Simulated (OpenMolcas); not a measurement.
**Ne V: effect of the active space**

- Program: OpenMolcas
- Method: CASSCF or its RAS form
- Basis: ANO-RCC-VQZP
- Scalar Hamiltonian: DKH2, point nucleus
- Spin-orbit coupling: state interaction with AMFI integrals over the reference wave functions, term energies averaged over their components

A. 2 electrons in 3 orbitals (2p); 2S+1 = 3 even, 3 roots; 2S+1 = 1 even, 6 roots; cost about 2.6 core-seconds
B. 4 electrons in 4 orbitals (2s 2p); 2S+1 = 3 even, 3 roots; 2S+1 = 1 even, 6 roots; 2S+1 = 5 odd, 1 root; 2S+1 = 3 odd, 9 roots; 2S+1 = 1 odd, 8 roots; cost of the order of 14 core-seconds
C. 4 electrons in 8 orbitals (2s 2p 3s 3p); 2S+1 = 3 even, 3 roots; 2S+1 = 1 even, 6 roots; 2S+1 = 5 odd, 1 root; 2S+1 = 3 odd, 9 roots; 2S+1 = 1 odd, 8 roots; cost roughly 19 core-seconds
D. 2 electrons in 9 orbitals (RAS2 2p; RAS3 3s 3d, at most 1 electron); 2S+1 = 3 even, 3 roots; 2S+1 = 1 even, 6 roots; cost of the order of 19 core-seconds
E. 4 electrons in 9 orbitals (RAS2 2s 2p; RAS3 3d, at most 2 electrons); 2S+1 = 3 even, 3 roots; 2S+1 = 1 even, 6 roots; 2S+1 = 5 odd, 1 root; 2S+1 = 3 odd, 9 roots; 2S+1 = 1 odd, 8 roots; cost roughly 28 core-seconds

Energies in cm⁻¹ above 2s² 2p² ³P₀, the measured ground level; measured values from NIST levels in Podobedova, Fuhr, Reader and Wiese, J. Phys. Chem. Ref. Data 33, 525 (2004).

```json
{"Level": "2s² 2p² ³P₀", "A": "0.0", "B": "0.0", "C": "0.0", "D": "0.0", "E": "0.0", "Measured": "0.0"}
{"Level": "2s² 2p² ³P₁", "A": "402", "B": "392", "C": "395", "D": "402", "E": "389", "Measured": "412"}
{"Level": "2s² 2p² ³P₂", "A": "1166", "B": "1130", "C": "1137", "D": "1166", "E": "1124", "Measured": "1110"}
{"Level": "2s² 2p² ¹D₂", "A": "32979", "B": "32966", "C": "33103", "D": "32979", "E": "32422", "Measured": "30292"}
{"Level": "2s² 2p² ¹S₀", "A": "80806", "B": "61074", "C": "59802", "D": "80806", "E": "67484", "Measured": "63914"}
```

Deviations, from unrounded energies. A percentage is the sum of absolute deviations over the sum of measured energies, with the sign that they share, or ± where signs differ.

| Against measurement | Levels | A | B | C | D | E |
| --- | --- | --- | --- | --- | --- | --- |
| mean absolute deviation (cm-1) | 4 | 4900 | 1400 | 1700 | 4900 | 1400 |
| fine structure of the ground term (%) | 2 | ±4.4 | ±2.7 | ±2.9 | ±4.4 | ±2.4 |
| other terms of the ground configuration (%) | 2 | +20.8 | ±5.9 | ±7.3 | +20.8 | +6.1 |

B, E lie about equally close to measurement and A furthest from it. The largest miss of B in the table is 2s² 2p² ¹S₀, by -2800 cm-1. The ranking rests on the paired levels alone, and a cruder setting can come out closer through cancelling errors.

Among A to E the level of the table that moves most is 2s² 2p² ¹S₀, by 21000 cm-1 (lowest in C, highest in A).

With the s shell closed, the reference lacks s² → p² mixing (holds for A; D). Active for correlation alone: 3p 3s; no level in the range computed is led by a configuration that fills them, so any true level of that kind is missing (holds for C). Active for correlation alone: 3d; no level in the range computed is led by a configuration that fills it, so any true level of that kind is missing (holds for E). Computed and measured levels are paired by configuration, term and J; levels that our copy of the source lacks, or whose pairing is in doubt (as where it misses far off the trend of its configuration), stay unpaired and out of the deviations. Only configurations of the active space appear. The table leaves out levels that lie high or whose names do not pair safely across all columns.
